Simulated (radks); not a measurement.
Fractional charge and spin in the 4s shell of bromine: the spin-up occupation runs from 0 to 1 and the spin-down occupation from 0 to 1; the fullest corner is Br3+, [Ar] 3d10 4p(up 1, down 1) 4s(up 1, down 1). Calculated with a radial shooting solver on a logarithmic mesh with Libxc functionals: scalar-relativistic Kohn-Sham, r2SCAN, spin-polarised, spherical densities, finite nucleus; meta-GGA in the generalised Kohn-Sham scheme; Fermi nuclear charge, rms radius of each element as measured or else 0.836 A^(1/3) + 0.57 fm. Energy (eV) above the fullest corner. The planes named below are the two flat planes that join the four corners, with an edge along up + down = one added electron.

down \ up,0,0.25,0.5,0.75,1
0,137.082,116.876,97.443,78.802,60.967
0.25,116.876,97.644,79.177,61.493,44.605
0.5,97.443,79.177,61.668,44.931,28.981
0.75,78.802,61.493,44.931,29.132,14.109
1,60.967,44.605,28.981,14.109,0.000

Corners above the fullest one (they belong to Br4+ and the next ion): (up 1, down 0) 60.967 eV, (up 0, down 1) 60.967 eV, (up 0, down 0) 137.08 eV. With half an added electron in each spin the energy lies 0.701 eV from the planes, and with half an added electron in spin up alone -1.581 eV. The planes are only a guide here: the flat-plane condition holds for ground states with one frontier orbital, while this shell lies below other occupied shells, so the corners above the fullest one are inner-hole states and not the ground states of those ions.
